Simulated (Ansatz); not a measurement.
## Ansatz (development build ahead of 0.2.0) run

```yaml
crystal:
  periodic: [false, false, false]
  atoms:
    - { symbol: Zn, position_ang: [0.0011, 0.00014, 0.00057] }
    - { symbol: Cl, position_ang: [0.00045, -0.00136, 2.07644] }
    - { symbol: Cl, position_ang: [0.00043, 0.00201, -2.0745] }
basis:
  gaussian: { orbitals: STO-3G }
hamiltonian:
  xc: hf
```

The input is written out in the form of the current development build from the run's settings.

Output:

```
Converged                       : yes
Total energy                    : -2666.56165 hartree
Spin squared of the determinant : 0.000
```
